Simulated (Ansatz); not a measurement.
Reactions of BH₇OSSi₂ (`OB(S)[SiH2][SiH3]`).

Isolated molecules relaxed with PBE0-D4/def2-TZVP in Ansatz; ΔE leaves out vibrations. CCSD(T)/CBS is the MP2 limit (def2-TZVPP, def2-QZVPP) plus CCSD(T) − MP2 in def2-TZVPP, frozen cores. This one scheme is used for every species. Functionals use def2-TZVPP. One conformer a species, not always the lowest.

```
                                                           reaction  PBE0-D4 (kcal/mol)  PBE-D4 (kcal/mol)  CCSD(T)/CBS(def2) (kcal/mol)
                `OB(S)[SiH2][SiH3]` + H₂O → `O[SiH2][SiH3]` + `OBS`               -18.0              -16.8                         -20.3
`OB(S)[SiH2][SiH3]` + `FC[SiH3]` → `FC([SiH3])[SiH2][SiH3]` + `OBS`                 1.5                1.6                           0.2
            `OB(S)[SiH2][SiH3]` + CH₃NH₂ → `CN[SiH2][SiH3]` + `OBS`                -9.9               -8.9                         -12.0
  `OB(S)[SiH2][SiH3]` + `BS[SiH3]` → `BS[SiH2][SiH2][SiH3]` + `OBS`                -6.9               -6.7                          -6.1
```

Largest T1 diagnostic: 0.015, for `BS[SiH2][SiH2][SiH3]`.
